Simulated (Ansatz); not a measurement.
Correlation energies of CH₆FNSSi, SMILES `NC(F)([SiH3])S` by basis set

Cartesian coordinates in Å:
```
N -1.296 0.691 0.180
C -0.050 0.414 -0.393
F 0.665 1.585 -0.741
Si 1.079 -0.620 0.749
S -0.254 -0.419 -2.010
H -1.224 1.151 1.078
H -1.909 1.203 -0.443
H 2.434 -0.674 0.155
H 0.500 -1.980 0.873
H 1.125 0.024 2.091
H -1.069 -1.375 -1.539
```

Charge 0, multiplicity 1. The structure was optimised at the PBE0-D4/def2-TZVP level. It is one conformer, not always the lowest. Frozen core, restricted reference, the Gaussian-basis code of Ansatz. CBS rows extrapolate triple and quadruple zeta; past MP2 they add the triple-zeta difference.

| basis | HF (Eh) | MP2 corr. |
| --- | --- | --- |
| def2-SVP | -881.32178 | -0.72850 |
| def2-TZVPP | -881.80023 | -0.93788 |
| def2-QZVPP | -881.82927 | -1.01420 |

Q: Estimate the CCSD correlation energy and the (T) correction in each basis where they were run (hartree).

A: 
```json
{"basis": "def2-SVP", "CCSD corr.": "-0.78391", "(T)": "-0.02107"}
{"basis": "def2-TZVPP", "CCSD corr.": "-0.98646", "(T)": "-0.03888"}
{"basis": "CBS(def2)", "CCSD corr.": "-1.11930", "(T)": "as TZ"}
```
